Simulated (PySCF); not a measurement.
Molecule: SMILES [AlH2-]([CH2]/C=C/C)[NH3+], C₄H₁₂AlN.

Geometry:
```csv
atom,x (Å),y (Å),z (Å)
C1,2.050,0.513,-1.058
C2,0.984,0.328,-0.024
C3,0.680,-0.843,0.574
C4,-0.387,-1.093,1.563
Al5,-2.003,-1.836,0.609
N6,-2.018,-0.476,-0.929
H7,2.505,-0.449,-1.339
H8,1.664,0.982,-1.980
H9,2.857,1.171,-0.693
H10,0.473,1.239,0.323
H11,1.237,-1.730,0.235
H12,-0.683,-0.171,2.092
H13,-0.070,-1.831,2.318
H14,-1.757,-3.201,-0.204
H15,-3.430,-1.595,1.305
H16,-1.041,-0.143,-0.986
H17,-2.621,0.330,-0.770
H18,-2.268,-0.883,-1.830
```

Geometry PBE0-D3(BJ)/def2-SVP throughout; GIAO in PySCF 2.14.0 with density-fitted response routines, gas phase, one conformer, non-relativistic; equivalent atoms averaged; basis pcSseg-1.

For orientation, OPBE gives these absolute shieldings σ: C3 44.1, C1 163.5, C4 164.1, Al5 441.2, N6 242.5, H11 25.15, H10 26.42, H14/H15 27.40, H7/H8/H9 29.40 ppm.

A run gave: C3 25.9, C1 162.3, C4 163.1, Al5 426.8, N6 242.9, H11 25.16, H10 26.52, H14/H15 27.55, H7/H8/H9 29.58 ppm (absolute shieldings σ).

Which functional was used in that run?
A. LC-wPBE
B. WP04
C. B97-D
D. B3LYP
E. CAM-B3LYP

## Answers

E. C4 tells them apart best: CAM-B3LYP gives 163.1, LC-wPBE gives 171.2, B3LYP gives 158.3, WP04 gives 151.6, B97-D gives 157.9 ppm.
